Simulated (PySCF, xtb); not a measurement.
chlorobenzene (C6H5Cl), SMILES Clc1ccccc1.

Harmonic wavenumbers (cm⁻¹) from GFN2-xTB (xtb) at its own minimum, in rising order: 176, 275, 373, 387, 444, 585, 648, 684, 751, 871, 895, 925, 929, 964, 1078, 1108, 1112, 1179, 1190, 1269, 1317, 1431, 1447, 1583, 1588, 3083, 3087, 3097, 3104, 3106.

Q: What does PBE-D3(BJ)/def2-SVP run with PySCF give at its own minimum? (An estimate is asked for; the answer gives what the named calculation found.)

A: 183, 291, 406, 410, 471, 605, 691, 699, 735, 815, 891, 955, 981, 982, 1021, 1062, 1082, 1134, 1146, 1267, 1371, 1431, 1458, 1599, 1601, 3115, 3123, 3136, 3144, 3146. Paired by order, the mean absolute difference is 29 cm⁻¹ and the zero-point energies are 55.3 and 55.7 kcal/mol.
